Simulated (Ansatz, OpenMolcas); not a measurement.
Computed against measured: dipole moment

8 molecules; the dipole moment in D, computed less measured. Shapes, held fixed at every level: PBE0-D4/def2-TZVP. No vibrational averaging. Dipoles are compared by magnitude; molecules under 1 D, whose direction can flip, are left out. Programs: Ansatz 0.2.0, OpenMolcas 26.06. Measured values: NIST CCCBDB.

Levels: A = TPSS/aug-cc-pVDZ; B = B3LYP-D4/def2-TZVPP; C = wB97M-V/def2-TZVPP.

```json
{"molecule": "C2H2O (ethenone)", "measured": "1.42", "A": "-0.03", "B": "+0.03", "C": "-0.02"}
{"molecule": "CH2Cl2 (dichloromethane)", "measured": "1.60", "A": "+0.05", "B": "+0.03", "C": "+0.03"}
{"molecule": "CH2ClF (SMILES FCCl)", "measured": "1.82", "A": "-0.04", "B": "-0.04", "C": "-0.04"}
{"molecule": "CH2F2 (difluoromethane)", "measured": "1.97", "A": "-0.14", "B": "-0.10", "C": "-0.11"}
{"molecule": "C2H2F2 (vinylidene fluoride)", "measured": "1.38", "A": "-0.23", "B": "-0.21", "C": "-0.24"}
{"molecule": "C2H3Br (SMILES C=CBr)", "measured": "1.42", "A": "+0.03", "B": "0.00", "C": "+0.05"}
{"molecule": "C2H5F (SMILES CCF)", "measured": "1.96", "A": "-0.11", "B": "-0.09", "C": "-0.09"}
{"molecule": "C2H5N (N-methylmethanimine)", "measured": "1.53", "A": "-0.09", "B": "-0.06", "C": "-0.02"}
```

Task: Sum up the errors.

Result: 
```json
{"level": "TPSS/aug-cc-pVDZ", "kind": "meta-GGA", "mean error": "-0.070", "mean absolute error": "0.090", "worst case": "C2H2F2"}
{"level": "B3LYP-D4/def2-TZVPP", "kind": "global hybrid", "mean error": "-0.055", "mean absolute error": "0.070", "worst case": "C2H2F2"}
{"level": "wB97M-V/def2-TZVPP", "kind": "range-separated hybrid", "mean error": "-0.055", "mean absolute error": "0.075", "worst case": "C2H2F2"}
```

On this set B3LYP-D4/def2-TZVPP has the smallest mean absolute error and TPSS/aug-cc-pVDZ the largest. TPSS/aug-cc-pVDZ is too low in 6 of 8; wB97M-V/def2-TZVPP is too low in 6 of 8. All levels miss C2H2F2 on one side, which points to its shape or to the tabulated value. The smallest two are near a tie. The largest two are near a tie. Relativity is left out for Br. The set is small.
